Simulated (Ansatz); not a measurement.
Total energies of the cluster Zn2OF2 from Ansatz at PBE0-D4/def2-TZVPD, gas phase (1 Eh = 27.2114 eV = 2625.5 kJ/mol). The reference geometry is relaxed at PBE0-D4/def2-SVP.

```xyz
5

Zn   -1.3342    0.5656    0.6753
Zn    1.2444   -0.5007   -0.8700
O    -0.3300    0.2385   -0.7152
F     2.8045   -1.2246   -1.1000
F    -2.3847    0.9211    2.0098
```

```tsv
state	geometry	energy (Eh)
charge 0 singlet	reference	-3833.16210
charge -1 doublet	reference	-3833.18619
free Zn atom (singlet)	–	-1779.14427
free O atom (triplet)	–	-75.01925
free F atom (doublet)	–	-99.67703
```

Task: Work out the vertical electron affinity, to the doublet.

Result: E(charge 0 singlet) − E(charge -1 doublet) = -3833.16210 − (-3833.18619) = 0.02409 Eh = 0.66 eV.

Task: What is the binding energy per atom against free atoms?

Result: Atoms: 2 × (-1779.14427) + 1 × (-75.01925) + 2 × (-99.67703) = -3832.66185 Eh. Binding: -3832.66185 − (-3833.16210) = 0.50025 Eh = 13.61 eV, or 2.72 eV for each of 5 atoms (no zero-point energy, no counterpoise term).

At PBE0-D4/def2-TZVPD the highest occupied level of the charge -1 doublet lies above zero (up to 0.86 eV). By energy differences its removal costs 0.66 eV (vertical, to the charge 0 singlet, at PBE0-D4/def2-TZVPD); a positive level beside a positive removal energy at the same level points to self-interaction error. 

The structure comes from a short search, and lower isomers may exist.
